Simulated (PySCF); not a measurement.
**Potential energy of DyF along the bond**

Set-up: basis Dy x2c-SVPall, F x2c-SVPall; spin-free X2C with a Gaussian nucleus; PySCF 2.14. Energies in eV from Dy (4f10 6s2) + F in their ground configurations at the same level. State: sextet, about 9.5 electrons in the 4f shell (Mulliken), real f orbitals that mix terms.

All columns are PBE0. A positive dipole means Dy(−)F(+).

```json
{"R (Å)": "1.699", "E (eV)": "-4.683", "μ (D)": "-0.85", "Mulliken charge on Dy (basis-dependent)": "0.20", "HOMO (eV)": "-4.31", "LUMO (eV)": "-1.91", "Mayer bond order": "1.29", "⟨S²⟩": "8.76"}
{"R (Å)": "1.778", "E (eV)": "-5.337", "μ (D)": "-1.36", "Mulliken charge on Dy (basis-dependent)": "0.26", "HOMO (eV)": "-4.36", "LUMO (eV)": "-2.01", "Mayer bond order": "1.23", "⟨S²⟩": "8.76"}
{"R (Å)": "1.857", "E (eV)": "-5.691", "μ (D)": "-1.86", "Mulliken charge on Dy (basis-dependent)": "0.32", "HOMO (eV)": "-4.39", "LUMO (eV)": "-2.09", "Mayer bond order": "1.17", "⟨S²⟩": "8.76"}
{"R (Å)": "1.917", "E (eV)": "-5.813", "μ (D)": "-2.22", "Mulliken charge on Dy (basis-dependent)": "0.35", "HOMO (eV)": "-4.42", "LUMO (eV)": "-2.14", "Mayer bond order": "1.13", "⟨S²⟩": "8.76"}
{"R (Å)": "1.976", "E (eV)": "-5.843", "μ (D)": "-2.58", "Mulliken charge on Dy (basis-dependent)": "0.39", "HOMO (eV)": "-4.45", "LUMO (eV)": "-2.19", "Mayer bond order": "1.08", "⟨S²⟩": "8.76"}
{"R (Å)": "2.035", "E (eV)": "-5.805", "μ (D)": "-2.92", "Mulliken charge on Dy (basis-dependent)": "0.42", "HOMO (eV)": "-4.47", "LUMO (eV)": "-2.24", "Mayer bond order": "1.05", "⟨S²⟩": "8.76"}
{"R (Å)": "2.114", "E (eV)": "-5.675", "μ (D)": "-3.38", "Mulliken charge on Dy (basis-dependent)": "0.45", "HOMO (eV)": "-4.51", "LUMO (eV)": "-2.30", "Mayer bond order": "1.00", "⟨S²⟩": "8.76"}
{"R (Å)": "2.213", "E (eV)": "-5.428", "μ (D)": "-3.93", "Mulliken charge on Dy (basis-dependent)": "0.48", "HOMO (eV)": "-4.56", "LUMO (eV)": "-2.36", "Mayer bond order": "0.95", "⟨S²⟩": "8.76"}
{"R (Å)": "2.332", "E (eV)": "-5.063", "μ (D)": "-4.58", "Mulliken charge on Dy (basis-dependent)": "0.51", "HOMO (eV)": "-4.62", "LUMO (eV)": "-2.44", "Mayer bond order": "0.90", "⟨S²⟩": "8.76"}
{"R (Å)": "2.490", "E (eV)": "-4.528", "μ (D)": "-5.42", "Mulliken charge on Dy (basis-dependent)": "0.54", "HOMO (eV)": "-4.71", "LUMO (eV)": "-2.54", "Mayer bond order": "0.85", "⟨S²⟩": "8.76"}
```

A fit through these points gives, at Re = 1.970 Å, μ = -2.54 D and dμ/dR = -5.94 D/Å; the reduced mass is 17.03 u.

Question: How strong is the fundamental in the double-harmonic approximation, I = 42.26·(dμ/dR)²/μred km/mol?

Answer: I = 42.26·(-5.94)²/17.03 = 87.6 km/mol at PBE0.

Spin–orbit coupling is left out, which matters for elements this heavy, above all for dissociation energies. The state is the lowest single determinant that the PBE0 search found; with open d or f shells the true ground state can be another one.
